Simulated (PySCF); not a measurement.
O2, charge +1, doublet, at a GFN2-xTB geometry (a state made from the parent by changing its charge; the spin is typed, not shown lowest); HF/def2-TZVP (PySCF).

Input for PySCF:
```python
from pyscf import gto, scf, solvent

mol = gto.M(
    atom='''
O    -0.00000000   -0.00000000   -0.54957279
O     0.00000000    0.00000000    0.54957279
''',
    basis='def2-tzvp',
    charge=1,
    spin=1,
    verbose=3,
)

mf = scf.UHF(mol)
mf.kernel()
mf.analyze()
```

The log (banner, timings and long lists left out):

```
converged SCF energy = -149.237974716452  <S^2> = 0.76233765  2S+1 = 2.0122998
**** MO energy ****
                             alpha | beta                alpha | beta
MO #1   energy= -21.2807090564433  | -21.2511906654437  occ= 1 | 1
MO #2   energy= -21.2790700701614  | -21.2491514408914  occ= 1 | 1
MO #3   energy= -2.28204615648443  | -2.22460203520956  occ= 1 | 1
MO #4   energy= -1.57271442715845  | -1.46671734371346  occ= 1 | 1
MO #5   energy= -1.3626388356383   | -1.22092950092988  occ= 1 | 1
MO #6   energy= -1.25833643243948  | -1.16755191305105  occ= 1 | 1
MO #7   energy= -1.18745950186786  | -1.11372638914549  occ= 1 | 1
MO #8   energy= -0.982601421171026 | -0.357206709468024 occ= 1 | 0
MO #9   energy= -0.383374335224225 | -0.301031946393501 occ= 0 | 0
MO #10  energy= 0.0777230338677199 | 0.0974764514380634 occ= 0 | 0
MO #11  energy= 0.136347280757819  | 0.141101282029462  occ= 0 | 0
MO #12  energy= 0.18055401357665   | 0.194567467057845  occ= 0 | 0
MO #13  energy= 0.191373188068138  | 0.212109645393498  occ= 0 | 0
MO #14  energy= 0.25057087081985   | 0.251411287940731  occ= 0 | 0
MO #15  energy= 0.316934139874647  | 0.351841959460816  occ= 0 | 0
MO #16  energy= 0.346057993444968  | 0.371435396750541  occ= 0 | 0

To work with the spin densities directly, `use mulliken_meta_spin()` only printing them here.

 ** Mulliken spin pop alpha/beta on meta-lowdin orthogonal AOs **
 ** Mulliken Spin Density (per atom)  **
spin density of  0 O =      0.50000
spin density of  1 O =      0.50000
 ** Mulliken pop alpha/beta on meta-lowdin orthogonal AOs **
 ** Mulliken atomic charges   ( Nelec_alpha | Nelec_beta ) **
charge of  0O =      0.50000  (     4.00000      3.50000 )
charge of  1O =      0.50000  (     4.00000      3.50000 )

WARN: System has nonzero charge 1; the dipole moment is origin-dependent.
Location of origin: [0. 0. 0.]

Dipole moment(X, Y, Z, Debye):  0.00000,  0.00000, -0.00000
```
